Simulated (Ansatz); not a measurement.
The cluster Na2Li3⁺, relaxed as a triplet with UKS B3LYP/def2-TZVP in Ansatz, starting from the B3LYP/def2-TZVP geometry of the charge +1 singlet. Force threshold 0.02 eV/Å.

At B3LYP/def2-TZVP a singlet of charge 1 lies 0.52 eV below the triplet, each at its own geometry. The structure comes from a short search, and lower isomers may exist.

Start:

```xyz
5

Li   -1.378   -0.763   -0.293
Li    0.706    0.843   -1.156
Li    0.668   -0.084    1.448
Na   -1.536    2.418    0.848
Na    1.541   -2.413   -0.847
```

Problem. Estimate the energy that the relaxation releases and the steps that it takes.

Solution. 14.4 kJ/mol, in 6 steps; 22 s on 4 threads of Arm Neoverse V2 on a shared host. The force fell under the threshold at step 4, but the optimiser went on. No frequencies were taken in this run, so the end may be a saddle point.

Problem. Does the start keep its bonding and symmetry?

Solution. Bonds lost: Li1–Li3 (atoms count from 1). Point group D3h at the start, C2v at the end, both within 0.05 Å.

Problem. Predict the relaxed structure.

Solution. 
| atom | x (Å) | y (Å) | z (Å) |
| --- | --- | --- | --- |
| Li1 | -1.675 | -0.821 | -0.690 |
| Li2 | 0.631 | 0.766 | -1.043 |
| Li3 | 1.092 | 0.108 | 1.668 |
| Na4 | -1.480 | 2.267 | 0.835 |
| Na5 | 1.432 | -2.320 | -0.770 |
Bond lengths (bridged metal pairs left out): 6 × Li–Na 3.20 to 3.46 Å; 2 × Li–Li 2.82 to 2.83 Å.
